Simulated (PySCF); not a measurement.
Structure with atom numbers: `[CH:1]#[C:2][CH2:3][NH:4][N:5]=[C:6]([CH3:7])[CH3:8]`. Each H is labelled by its parent atom.

Level of theory: structure optimised with GFN2-xTB, NMR shieldings at PBE0/pcSseg-1/GIAO, in PySCF (no solvent, one averaged value for each set of equivalent atoms, non-relativistic, one computed conformer).

Scale: $^{13}$C against TMS (reference shieldings calculated alike).

**Question.** Do the $^{13}$C shifts follow the atomic charges (in e)? Tabulate both.

**Answer.** 
```
atoms  hybridisation  δ (ppm)  σ para (ppm)  Hirshfeld    IAO  Mulliken  ESP-fitted
   C6            sp2    137.1          -207      +0.06  +0.12     -0.11       +0.67
   C2             sp     88.7          -169      -0.05  -0.04     +0.09       +0.00
   C1             sp     78.7          -148      -0.12  -0.25     -0.32       -0.45
   C3            sp3     44.5          -101      -0.01  -0.16     +0.08       +0.08
   C8            sp3     29.8           -92      -0.12  -0.43     -0.20       -0.62
   C7            sp3     14.7           -80      -0.12  -0.47     -0.25       -0.64
```

Correlation coefficients of δ with charge over these carbons: Hirshfeld +0.72, IAO +0.92, Mulliken +0.21, ESP-fitted +0.83; with the paramagnetic shielding -0.99. With so few points, grouped by hybridisation, these coefficients are fragile. Charge is one influence among several: hybridisation and low-lying excitations act through the paramagnetic term.

Shifts are as computed. Against solution values, carbons near 30 ppm lie about +3 ppm off and those near 130 ppm about +5 ppm. Of 1211 compounds with measured shifts, 218 miss one by over three times the rms of a fit or turn the order of signals round; such compounds aren't used in these exercises.
